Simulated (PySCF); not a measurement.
# Correlation energy of Co²⁺ (cobalt, charge +2)

[Ar] 3d6 4s1, high-spin 6D determinant (an excited configuration). Computed with PySCF 2.14 in aug-cc-pVTZ-DK (8s7p5d3f2g, 93 functions), with scalar relativity by spin-free X2C-1e. Frozen: [Ar]; 7 electrons correlated.

```json
{"level": "CCSD", "correlation energy (mhartree)": "-143.94"}
{"level": "(T)", "correlation energy (mhartree)": "-2.20"}
{"level": "CCSD(T)", "correlation energy (mhartree)": "-146.14"}
```

Diagnostics: T1 = 0.0064, D1 = 0.0163, largest double amplitude 0.018.

Task: Is a single reference adequate?

Result: Yes: T1 lies below 0.03 and no double amplitude reaches 0.07.
